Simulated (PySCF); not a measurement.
This script is equivalent to a calculation on Au⁺ (gold, charge +1).

```python
from pyscf import gto, scf, dft, mp, cc
import basis_set_exchange as bse
txt = bse.get_basis("def2-SVP", elements=["Au"], fmt="nwchem", header=False)
cut = txt.index("\nECP")
mol = gto.M(atom="Au 0 0 0", charge=1, spin=0, symmetry="D2h",
            basis=gto.basis.parse(txt[:cut]),
            ecp={"Au": gto.basis.parse_ecp(txt[cut:])})
mf = scf.UHF(mol)
mf.irrep_nelec = {'Ag': (3, 3), 'B1g': (1, 1), 'B2g': (1, 1), 'B3g': (1, 1), 'B1u': (1, 1), 'B2u': (1, 1), 'B3u': (1, 1)}
mf.kernel()
```

**Question.** What total energy does it give?

**Answer.** -134.50244 hartree (calculated).

**Question.** Which occupied shell lies highest, and where?

**Answer.** 5d, at -20.828 eV.

Energies and moments cover only the electrons outside the core potential. Spin-orbit coupling, which splits the p, d and f shells strongly at this Z, is absent.
